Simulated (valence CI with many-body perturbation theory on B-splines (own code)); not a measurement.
## E1 transitions of Ru37+

Method: valence CI with perturbative core correlation (CI+MBPT): five valence electrons over a frozen Dirac-Fock core [He], radial functions for each j: 9 s, 9 p, 8 d, 6 f, 3 g, 1 h, with the one-electron correlation potential Σ1 (screened to all orders), the two-electron term Σ2, the three-electron term Σ3, Breit, model QED; selected single and double excitations, second order for the rest (own B-spline code, finite nucleus).

The last digits are not significant, and no measured levels were compared; by estimate large intervals hold to a few tenths of a per cent, small ones and those within an open d or f shell to about a per cent. Among the levels kept, up to 1800 cm⁻¹ of a level comes from second order outside the variational space, and about a tenth of that is noise between levels of different J, which matters for small intervals.

Lines 101 to 150 of 269 in falling wavelength, among levels below 27108 × 10³ cm⁻¹, chosen from the strongest by gf and those to the six lowest levels. Wavelengths and rates use the calculated energies. Electric multipoles are in the length gauge, E1 and E2 with the static RPA response of the core. Weak lines are less certain than strong ones. Lines between different terms over intervals too small for the method are left out, as are lines whose strength nearly cancels. The highest levels of a list are the least certain.

Levels are named by their leading jj configuration (3d3/2^4 stands for four electrons in 3d with j = 3/2), which in mixed levels can hold well under half, so a name can repeat and another be missing. Letters in brackets count levels of one name in rising energy.

| λ vac (nm) | Upper | Lower | A (s⁻¹) | S (a.u.) with core polarisation | S without |
| --- | --- | --- | --- | --- | --- |
| 4.474 | (2s 2p1/2 2p3/2^2 3s) J=7/2 | (2s^2 2p1/2 2p3/2 3s) J=5/2 | 3.89e+10 | 1.37e-02 | 1.38e-02 |
| 4.306 | (2s 2p1/2^2 2p3/2^2) J=5/2 | (2s^2 2p1/2^2 2p3/2) J=3/2 | 5.02e+10 | 1.19e-02 | 1.19e-02 |
| 4.263 | (2s 2p1/2 2p3/2^3) J=3/2 [a] | (2s^2 2p1/2 2p3/2^2) J=5/2 | 9.38e+09 | 1.43e-03 | 1.44e-03 |
| 4.032 | (2s 2p1/2 2p3/2^3) J=3/2 [a] | (2s^2 2p1/2 2p3/2^2) J=3/2 | 1.98e+11 | 2.57e-02 | 2.57e-02 |
| 3.938 | (2s 2p1/2^2 2p3/2 3p3/2) J=5/2 [b] | (2s^2 2p1/2^2 3p3/2) J=3/2 | 1.81e+11 | 3.28e-02 | 3.29e-02 |
| 3.925 | (2s 2p1/2 2p3/2^3) J=5/2 | (2s^2 2p1/2 2p3/2^2) J=5/2 | 1.87e+11 | 3.35e-02 | 3.36e-02 |
| 3.917 | (2s 2p1/2^2 2p3/2 3p1/2) J=1/2 | (2s^2 2p1/2^2 3p1/2) J=1/2 | 1.65e+11 | 9.80e-03 | 9.82e-03 |
| 3.891 | (2s 2p1/2 2p3/2^3) J=1/2 | (2s^2 2p1/2 2p3/2^2) J=1/2 | 1.53e+11 | 8.90e-03 | 8.92e-03 |
| 3.876 | (2s 2p1/2^2 2p3/2 3s) J=1/2 | (2s^2 2p1/2^2 3s) J=1/2 | 2.08e+11 | 1.20e-02 | 1.20e-02 |
| 3.870 | (2s 2p1/2^2 2p3/2 3p1/2) J=3/2 [b] | (2s^2 2p1/2^2 3p1/2) J=1/2 | 1.94e+11 | 2.23e-02 | 2.23e-02 |
| 3.855 | (2s 2p1/2^2 2p3/2 3p3/2) J=3/2 [b] | (2s^2 2p1/2^2 3p3/2) J=3/2 | 2.00e+11 | 2.26e-02 | 2.26e-02 |
| 3.855 | (2p1/2 2p3/2^4) J=1/2 | (2s 2p1/2 2p3/2^3) J=3/2 [b] | 4.84e+11 | 2.74e-02 | 2.74e-02 |
| 3.841 | (2s 2p1/2^2 2p3/2 3s) J=3/2 [b] | (2s^2 2p1/2^2 3s) J=1/2 | 1.94e+11 | 2.17e-02 | 2.18e-02 |
| 3.814 | (2s 2p1/2^2 2p3/2 3p3/2) J=1/2 [b] | (2s^2 2p1/2^2 3p3/2) J=3/2 | 2.12e+11 | 1.16e-02 | 1.16e-02 |
| 3.750 | (2s 2p1/2 2p3/2^3) J=3/2 [b] | (2s^2 2p1/2 2p3/2^2) J=1/2 | 9.61e+10 | 1.00e-02 | 1.00e-02 |
| 3.729 | (2s 2p1/2 2p3/2^3) J=5/2 | (2s^2 2p1/2 2p3/2^2) J=3/2 | 6.80e+09 | 1.04e-03 | 1.05e-03 |
| 3.717 | (2p1/2 2p3/2^4) J=1/2 | (2s 2p1/2 2p3/2^3) J=1/2 | 1.67e+11 | 8.48e-03 | 8.50e-03 |
| 3.688 | (2s 2p3/2^4) J=1/2 | (2s^2 2p3/2^3) J=3/2 | 4.97e+11 | 2.46e-02 | 2.47e-02 |
| 3.682 | (2p1/2^2 2p3/2^3) J=3/2 | (2s 2p1/2^2 2p3/2^2) J=3/2 | 2.78e+11 | 2.74e-02 | 2.74e-02 |
| 3.667 | (2s 2p1/2^2 2p3/2^2) J=1/2 | (2s^2 2p1/2^2 2p3/2) J=3/2 | 2.15e+11 | 1.04e-02 | 1.05e-02 |
| 3.655 | (2s 2p1/2^2 2p3/2^2) J=3/2 | (2s^2 2p1/2^2 2p3/2) J=3/2 | 3.36e+11 | 3.24e-02 | 3.24e-02 |
| 3.510 | (2s 2p1/2 2p3/2^3) J=3/2 [b] | (2s^2 2p1/2 2p3/2^2) J=5/2 | 4.55e+11 | 3.89e-02 | 3.90e-02 |
| 3.464 | (2s 2p1/2 2p3/2^3) J=1/2 | (2s^2 2p1/2 2p3/2^2) J=3/2 | 3.60e+11 | 1.48e-02 | 1.48e-02 |
| 3.352 | (2s 2p1/2 2p3/2^3) J=3/2 [b] | (2s^2 2p1/2 2p3/2^2) J=3/2 | 2.43e+09 | 1.80e-04 | 1.81e-04 |
| 3.195 | (2p1/2^2 2p3/2^3) J=3/2 | (2s 2p1/2^2 2p3/2^2) J=5/2 | 9.70e+10 | 6.25e-03 | 6.26e-03 |
| 2.879 | (2s 2p1/2 2p3/2^3) J=3/2 [a] | (2s^2 2p1/2^2 2p3/2) J=3/2 | 1.61e+10 | 7.57e-04 | 7.58e-04 |
| 2.577 | (2s 2p1/2 2p3/2^3) J=1/2 | (2s^2 2p1/2^2 2p3/2) J=3/2 | 2.14e+10 | 3.62e-04 | 3.63e-04 |
| 2.514 | (2s 2p1/2 2p3/2^3) J=3/2 [b] | (2s^2 2p1/2^2 2p3/2) J=3/2 | 1.86e+10 | 5.82e-04 | 5.84e-04 |
| 2.483 | (2s 2p3/2^4) J=1/2 | (2s^2 2p1/2 2p3/2^2) J=3/2 | 3.46e+10 | 5.23e-04 | 5.25e-04 |
| 0.4513 | (2s^2 2p1/2^2 3p3/2) J=3/2 | (2s 2p1/2^2 2p3/2^2) J=5/2 | 1.02e+11 | 1.85e-05 | 1.85e-05 |
| 0.4434 | (2s^2 2p1/2 2p3/2 3s) J=3/2 [b] | (2s^2 2p3/2^3) J=3/2 | 5.65e+10 | 9.73e-06 | 9.70e-06 |
| 0.4364 | (2s^2 2p1/2 2p3/2 3p1/2) J=5/2 | (2s 2p1/2^2 2p3/2^2) J=5/2 | 4.30e+10 | 1.06e-05 | 1.06e-05 |
| 0.4337 | (2s^2 2p1/2 2p3/2 3p1/2) J=3/2 [b] | (2s 2p1/2^2 2p3/2^2) J=5/2 | 2.88e+11 | 4.64e-05 | 4.63e-05 |
| 0.4324 | (2s^2 2p1/2 2p3/2 3p3/2) J=5/2 [a] | (2s 2p1/2^2 2p3/2^2) J=5/2 | 2.19e+11 | 5.25e-05 | 5.23e-05 |
| 0.4311 | (2s^2 2p1/2 2p3/2 3p3/2) J=3/2 [a] | (2s 2p1/2^2 2p3/2^2) J=5/2 | 7.32e+10 | 1.16e-05 | 1.16e-05 |
| 0.4299 | (2s 2p1/2^2 2p3/2 3s) J=3/2 [a] | (2s 2p1/2^2 2p3/2^2) J=1/2 | 5.95e+12 | 9.33e-04 | 9.31e-04 |
| 0.4295 | (2s^2 2p1/2 2p3/2 3p3/2) J=3/2 [b] | (2s 2p1/2^2 2p3/2^2) J=5/2 | 1.28e+12 | 2.00e-04 | 1.99e-04 |
| 0.4283 | (2s^2 2p1/2 2p3/2 3p3/2) J=5/2 [b] | (2s 2p1/2^2 2p3/2^2) J=5/2 | 6.84e+11 | 1.59e-04 | 1.59e-04 |
| 0.4272 | (2s^2 2p1/2 2p3/2 3s) J=3/2 [a] | (2s^2 2p1/2 2p3/2^2) J=1/2 | 9.30e+10 | 1.43e-05 | 1.43e-05 |
| 0.4263 | (2s^2 2p1/2 2p3/2 3s) J=1/2 | (2s^2 2p1/2 2p3/2^2) J=1/2 | 7.27e+12 | 5.56e-04 | 5.54e-04 |
| 0.4260 | (2s 2p1/2 2p3/2^2 3s) J=3/2 | (2s 2p1/2 2p3/2^3) J=3/2 [a] | 1.00e+13 | 1.53e-03 | 1.53e-03 |
| 0.4254 | (2s^2 2p3/2^2 3p3/2) J=3/2 [b] | (2s 2p1/2 2p3/2^3) J=3/2 [a] | 6.40e+12 | 9.72e-04 | 9.69e-04 |
| 0.4251 | (2s 2p1/2^2 2p3/2 3s) J=5/2 | (2s 2p1/2^2 2p3/2^2) J=5/2 | 6.04e+12 | 1.37e-03 | 1.37e-03 |
| 0.4247 | (2s 2p1/2^2 2p3/2 3s) J=1/2 | (2s 2p1/2^2 2p3/2^2) J=3/2 | 1.38e+13 | 1.05e-03 | 1.04e-03 |
| 0.4246 | (2s^2 2p1/2 2p3/2 3s) J=3/2 [b] | (2s^2 2p1/2 2p3/2^2) J=1/2 | 7.34e+12 | 1.11e-03 | 1.11e-03 |
| 0.4243 | (2s 2p1/2^2 2p3/2 3s) J=3/2 [b] | (2s 2p1/2^2 2p3/2^2) J=3/2 | 9.68e+12 | 1.46e-03 | 1.46e-03 |
| 0.4240 | (2s^2 2p1/2^2 3d3/2) J=3/2 | (2s^2 2p1/2 2p3/2^2) J=1/2 | 1.81e+11 | 2.73e-05 | 2.73e-05 |
| 0.4239 | (2s^2 2p1/2 2p3/2 3s) J=3/2 [a] | (2s^2 2p1/2 2p3/2^2) J=5/2 | 1.88e+12 | 2.83e-04 | 2.82e-04 |
| 0.4234 | (2s^2 2p3/2^2 3s) J=5/2 | (2s^2 2p3/2^3) J=3/2 | 2.65e+12 | 5.96e-04 | 5.94e-04 |
| 0.4233 | (2s^2 2p1/2 2p3/2 3d3/2) J=5/2 | (2s^2 2p3/2^3) J=3/2 | 4.36e+11 | 9.79e-05 | 9.78e-05 |
